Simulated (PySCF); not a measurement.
**Electron correlation in Se⁺ (selenium, charge +1)**

[Ar] 3d10 4s2 4p2 4d1, one real determinant (an excited configuration). Calculation: PySCF 2.14, in dyall-av2z (16s12p8d, 92 functions); no relativity, point nucleus. Frozen: [Ar] 3d10; 5 electrons correlated; the 34 highest virtual orbitals of each spin left out.

| level | correlation energy (mhartree) |
| --- | --- |
| CCSD | -81.80 |
| (T) | -9.96 |
| CCSD(T) | -91.76 |

Diagnostics: T1 = 0.013, D1 = 0.0397, largest double amplitude 0.424.

Question: Is a single reference adequate?

Answer: Not fully. The real determinant used has ⟨L²⟩ near 8 against 12 for a pure F term, so it mixes terms. The outer electron is Rydberg-like, and this basis confines it to a smaller radius and binds it less than a complete one would. A double-excitation amplitude exceeds 0.15, a sign of near-degeneracy.

The reference is one real determinant that mixes LS terms of this configuration.
